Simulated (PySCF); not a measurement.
**Vertical excitation energies**

Compound: C₅H₁₀N₂Si.
Bonds: C1–C2 (double), C2–C3, C3–N4 (double), N4–N5, N5–Si6, N5–C7, C7–C8, C3–C8. Hydrogens: H9, H10 on C1; H11 on C2; H12, H13, H14 on Si6; H15, H16 on C7; H17, H18 on C8.

Level of theory: TDDFT wB97X-D/def2-SVPD, vertical, gas phase, core orbitals frozen in the response in PySCF 2.14.0, density-fitted response routines. The structure is a single GFN2-xTB conformer in the gas phase; no vibrational or solvent corrections.

List the vertical singlet excitations with oscillator strengths and describe the spectrum.

```
state  E (eV)  λ (nm)       f  |μ| (D)  main configurations (H = HOMO, L = LUMO)
   S1    4.72   262.7   0.610     5.84                                 H→L (96%)
   S2    5.46   227.3  0.0006     0.17                               H→L+1 (89%)
   S3    5.84   212.3  0.0011     0.23                               H-1→L (94%)
   S4    5.96   208.2  0.0002     0.10     H→L+2 (40%), H→L+3 (38%), H→L+4 (12%)
   S5    6.51   190.6  0.0005     0.14                  H→L+4 (58%), H→L+2 (25%)
   S6    6.59   188.1   0.043     1.31     H→L+3 (53%), H→L+2 (20%), H→L+4 (17%)
   S7    6.75   183.8   0.056     1.49                  H→L+6 (70%), H→L+8 (23%)
   S8    6.98   177.6  0.0066     0.50                               H→L+5 (80%)
```

Triplets (Tamm–Dancoff): T1 2.78 eV, H→L (91%); T2 4.83 eV, H-2→L (60%), H→L+8 (12%); T3 5.05 eV, H-1→L (89%).

The lowest singlet comes at 263 nm (455 kJ/mol) in the ultraviolet; it is strong; its leading configuration is HOMO→LUMO (96%). The lowest level is also the most intense of those listed (f = 0.610). Löwdin shares by element: HOMO nitrogen 45%, carbon 28% or more (atoms not listed hold the other 27%); LUMO carbon 52% or more, nitrogen 24% or more (atoms not listed hold the other 23%). The listed states span 2.26 eV, and the widest gap between neighbours is 0.73 eV (S1 to S2). Of the 8 states listed, 3 reach f = 0.01 and 1 stays under 0.0005. Weighted by f, the mean energy of these states is 5.02 eV. The window holds the lowest 8 singlets.

On one thread, Arm Neoverse V1 (aarch64), no GPU, shared host, this took 67 s wall (grids of density and orbitals included) and 1.1 GiB of memory at its peak.
